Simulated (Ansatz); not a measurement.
Species: SbBr2 (charge +1, singlet). It need not be the lowest isomer of its formula. SMILES: [Br][Sb+][Br]
Geometry: optimised at B3LYP-D3(BJ)/def2-TZVP (Ansatz, a program for electronic structure).

Parts of the frozen-core correlation energy in STO-3G (Ansatz, hartree). Frozen orbitals: 51; correlated occupied orbitals by spin: 9 and 9; virtual: 3 and 3. Spin-orbit coupling is left out. Past Kr the def2 sets carry scalar-relativistic core potentials. STO-3G rows are all-electron and non-relativistic. The restricted reference is unstable.

```
term                              value
-------------------------  ------------
reference (HF)             -11340.56151
MP2 opposite-spin                     ?
MP2 same-spin                         ?
CCSD correlation                      ?
(T)                            -0.00553
T1 diagnostic                     0.028
largest doubles amplitude         0.084
```

### Question
What belongs in the gaps?

### Answer

- MP2 opposite-spin, value: -0.04324
- MP2 same-spin, value: -0.01028
- CCSD correlation, value: -0.06694
